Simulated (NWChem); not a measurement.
BiF2 cation; SMILES [Bi+]([F])[F]

Results from NWChem. The geometry was optimised at PBE0/def2-SVP. def2 effective core potentials on Bi; no spin-orbit coupling. Static field.

**Question.** Estimate the computed values for B3LYP/def2-SVPD. Quantities: isotropic polarisability (bohr³); anisotropy (bohr³).

**Answer.** 
```yaml
isotropic polarisability (bohr³): 29.7
anisotropy (bohr³): 11.9
```
